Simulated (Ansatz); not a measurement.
Stepwise reaction of `[O]=[W](=[O])([F])[F]` with ammonia, as a gas-phase model of exchange steps in deposition or etching. ΔE in kJ/mol; ΔG adds harmonic PBE0-D4 terms to CCSD(T)/CBS, at 1 bar.

Computed with Ansatz on PBE0-D4/def2-TZVP structures; ΔE is electronic, products minus reactants. CCSD(T)/CBS is the MP2 limit (def2-TZVPP, def2-QZVPP) plus CCSD(T) − MP2 in def2-TZVPP, frozen cores. This one scheme is used for every species. Functionals use def2-TZVPP. B3LYP here is the variant with VWN-RPA as its local correlation; programs differ in this. Elements past krypton have def2 core potentials. For W outer-core shells are correlated without core-valence functions, which leaves a few kJ/mol of doubt a bond. One conformer a species, not always the lowest.

```
step                                                             reaction  PBE-D4  B3LYP-D4  ωB97M-V  CCSD(T)/CBS  ΔG(400 K)
   2  `[NH2][W](=[O])(=[O])[F]` + NH₃ → `[NH2][W]([NH2])(=[O])=[O]` + H–F    64.1      63.3     63.8         52.4       50.8
```

**Question.** Give the row of step 1, `[O]=[W](=[O])([F])[F]` + NH₃ → `[NH2][W](=[O])(=[O])[F]` + H–F. (Estimate.)

**Answer.** The calculation gave: 
```csv
step,reaction,PBE-D4,B3LYP-D4,ωB97M-V,CCSD(T)/CBS,ΔG(400 K)
1,`[O]=[W](=[O])([F])[F]` + NH₃ → `[NH2][W](=[O])(=[O])[F]` + H–F,42.2,40.6,41.6,30.4,27.9
```

**Question.** By hand: ΔE of the 2 steps together at CCSD(T)/CBS.

**Answer.** (30.4) + (52.4) = 82.8 kJ/mol, or 41.4 kJ/mol a step.

In ΔE each step is higher than the one before. All are uphill at CCSD(T)/CBS. ΔG lies between 27.9 and 50.8 kJ/mol a step. PBE-D4 differs from CCSD(T)/CBS by 11.7 to 11.8 kJ/mol a step. Isolated molecules leave out the surface, adducts and barriers. Largest T1 diagnostic: 0.023.
